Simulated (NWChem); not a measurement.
Molecule: ScF3; SMILES [F][Sc]([F])[F]

Results from NWChem. Pople sets run with spherical d functions. Each level has its own optimisation; frequencies are unscaled.

For level B3LYP/6-31G*:

```yaml
lowest (cm⁻¹): 80
```

Estimate the same quantities for level PBE/def2-SVP.


| Quantity | Value |
|---|---|
| lowest (cm⁻¹) | 57 |
